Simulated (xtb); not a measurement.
xtb input:

```bash
xtb mol.xyz --gfn 1 --sp --chrg 0 --uhf 0
```
mol.xyz:
```
2

Hg    -0.00000000    -0.00000000    -0.17436175
O      0.00000000     0.00000000     1.74361754
```

**Question.** What final total energy does it print?

**Answer.** -5.42523 Eh (GFN1-xTB).
